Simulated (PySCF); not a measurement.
# Dipole response of Ti (titanium, neutral)

[Ar] 3d3 4s1, high-spin 5F determinant (an excited configuration). All numbers are calculated (PySCF 2.14, the spin-free X2C one-electron Hamiltonian (Gaussian nucleus), in ANO-RCC-VTZP (6s5p3d2f1g, 59 functions)). Coupled (time-dependent) response in atomic units; α is the mean over directions. The basis has no added diffuse functions, which lowers α and C₆.

```tsv
method	mean α (bohr³)	C₆ (like pair)	S(−4)
HSE06	83.69	724.2	6183
```

S(−4) is the Cauchy moment in α(ω) = α(0) + S(−4) ω² + …

α(iu) at HSE06:

```json
{"u (hartree)": "0", "α(iu) (bohr³)": "83.69"}
{"u (hartree)": "0.0500", "α(iu) (bohr³)": "71.38"}
{"u (hartree)": "0.100", "α(iu) (bohr³)": "51.43"}
{"u (hartree)": "0.200", "α(iu) (bohr³)": "26.78"}
{"u (hartree)": "0.300", "α(iu) (bohr³)": "16.73"}
{"u (hartree)": "0.500", "α(iu) (bohr³)": "9.460"}
{"u (hartree)": "0.750", "α(iu) (bohr³)": "6.200"}
{"u (hartree)": "1.00", "α(iu) (bohr³)": "4.546"}
{"u (hartree)": "1.50", "α(iu) (bohr³)": "2.778"}
{"u (hartree)": "2.00", "α(iu) (bohr³)": "1.859"}
{"u (hartree)": "3.00", "α(iu) (bohr³)": "0.9835"}
{"u (hartree)": "5.00", "α(iu) (bohr³)": "0.4047"}
```
